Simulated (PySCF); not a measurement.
Computed Raman spectrum (relative Raman activity) of a molecule C2H5FSi2. Geometry: B3LYP-D3(BJ)/def2-SVP. Other conformers were not sampled. Level of theory: B3LYP-D3(BJ)/def2-SVP in PySCF. Frequencies are harmonic and unscaled.

Lines under 2 % of the strongest are left out, and lines within 2 cm⁻¹ are merged.

```json
[
 {"ν (cm⁻¹)": "90", "relative intensity": "3.1"},
 {"ν (cm⁻¹)": "157", "relative intensity": "3.7"},
 {"ν (cm⁻¹)": "292", "relative intensity": "2.4"},
 {"ν (cm⁻¹)": "417", "relative intensity": "9.4"},
 {"ν (cm⁻¹)": "514", "relative intensity": "4.5"},
 {"ν (cm⁻¹)": "540", "relative intensity": "4.2"},
 {"ν (cm⁻¹)": "782", "relative intensity": "6.5"},
 {"ν (cm⁻¹)": "823", "relative intensity": "6.1"},
 {"ν (cm⁻¹)": "877", "relative intensity": "3.0"},
 {"ν (cm⁻¹)": "901", "relative intensity": "3.1"},
 {"ν (cm⁻¹)": "939", "relative intensity": "12"},
 {"ν (cm⁻¹)": "943", "relative intensity": "13"},
 {"ν (cm⁻¹)": "2147", "relative intensity": "97"},
 {"ν (cm⁻¹)": "2212", "relative intensity": "100"},
 {"ν (cm⁻¹)": "2223", "relative intensity": "72"},
 {"ν (cm⁻¹)": "2229", "relative intensity": "95"},
 {"ν (cm⁻¹)": "2240", "relative intensity": "80"},
 {"ν (cm⁻¹)": "3454", "relative intensity": "25"}
]
```

Question: Identify the compound among the candidates.
A. C#C[Si@@H](F)[SiH3]
B. C#C[SiH2][SiH2]F
C. FC1=C[SiH2][SiH2]1
D. F[SiH2]C#C[SiH3]

Answer: A, C#C[Si@@H](F)[SiH3]
